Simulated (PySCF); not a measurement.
The 38-electron isoelectronic series, spin-free X2C

All values are computed (PySCF 2.14, energy differences of UHF-based or UKS calculations, no spin-orbit coupling). Each ion has its own even-tempered basis scaled to its charge (22s16p11d5f5g for the first); frozen: [Ar] 3d10. Ionisation energies in eV.

```csv
ion,configuration,UHF,MP2 (outer shells),"NIST (with spin-orbit, Breit and QED)"
Tc(5+),[Kr] 4d2 (3F),72.296,72.841,72 ± 2 (t)
Rh(7+),[Kr] 4d2 (3F),115.81,116.33,115.1 ± 2.1 (t)
Te(14+),[Kr] 4d2 (3F),327.10,327.55,328 ± 3 (t)
Cs(17+),[Kr] 4d2 (3F),444.60,n/a,445 ± 3 (t)
La(19+),[Kr] 4d2 (3F),531.63,n/a,533 ± 4 (t)
Ce(20+),[Kr] 4d2 (3F),577.83,578.11,579 ± 4 (t)
Nd(22+),[Kr] 4d2 (3F),675.43,675.65,678 ± 4 (t)
Sm(24+),[Kr] 4d2 (3F),780.08,780.24,782 ± 4 (t)
Tb(27+),[Kr] 4d2 (3F),950.15,950.22,954 ± 4 (t)
Yb(32+),[Kr] 4d2 (3F),1268.7,1268.7,1275 ± 4 (t)
```

Each ion has its own basis, which adds noise of up to about 0.1 % along the series.

NIST values marked (s) are semi-empirical, (t) theoretical. Open shells are high-spin determinants of the terms that Hund's rules give.

Spin-orbit coupling of the open shells is absent from the calculated values and included in NIST's; it grows fast with Z.
